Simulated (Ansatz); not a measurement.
Frontier orbitals of `CC1CB1Br`.

Charge 0, multiplicity 1. Correlated methods include outer-core shells of Br, which these sets cover unevenly. Scalar relativity is left out up to krypton. All single points use the PBE0-D4/def2-TZVP geometry. Basis def2-TZVPP, the Gaussian-basis code of Ansatz.

Orbital energies of one run (eV). Highest occupied ones, from the top: -9.22, -10.27, -11.38, -11.75, -12.38, -13.37, -13.96, -14.45, -15.21, -16.39, -18.79, -22.33, -24.75, -25.54. Empty: 0.73, 2.20, 3.14, 3.26, 3.67, 4.26.

Q: Which functional gave them?
A. r2SCANh
B. ωB97M-V
C. revPBE
D. HSE06 (plane-wave form)

A: B. HOMO energies: ωB97M-V -9.22, revPBE -5.70, HSE06 -6.61, r2SCANh -6.45 eV.
